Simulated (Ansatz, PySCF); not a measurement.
Cs(I) anion (CsI), SMILES [Cs][I] (connectivity only; charge and spin as stated), charge -1, multiplicity 2. Atoms are numbered in the order given.

```xyz
2

Cs    -1.2020    -0.8730    -1.0319
I      1.1907     0.8983     1.0224
```
Charge -1, spin multiplicity 2.

Coordinates come from a B3LYP-D3(BJ)/def2-TZVPD optimisation. The multiplicity is an assumed one; other spin states were not compared. The def2 effective core potentials stand for the cores of Cs, I; spin–orbit coupling is left out.

Two levels are set side by side: PBE-D3(BJ)/def2-TZVPD (Ansatz, an electronic-structure program) and B3LYP-D3(BJ)/def2-TZVPD (Ansatz). Each level has its own optimised geometry; the coordinates shown are those of the second. Frequencies come from the Hessian of PySCF at each geometry. Differences are taken from unrounded values.

| quantity | B3LYP-D3(BJ) |
|---|---|
| bond Cs1–I2 (Å) | 3.617 |
| highest harmonic wavenumber (cm⁻¹) | 77 |
| mean harmonic wavenumber (cm⁻¹) | 77 |
| zero-point energy (kcal/mol) | 0.11 |

What does PBE-D3(BJ) give, and how far is it from B3LYP-D3(BJ)? (The exact figures need the calculation; the answer reports its results.)


```
quantity                            PBE-D3(BJ)  PBE-D3(BJ) minus B3LYP-D3(BJ)
----------------------------------  ----------  -----------------------------
bond Cs1–I2 (Å)                          3.558                         -0.059
highest harmonic wavenumber (cm⁻¹)          81                              4
mean harmonic wavenumber (cm⁻¹)             81                              4
zero-point energy (kcal/mol)              0.12                           0.01
```
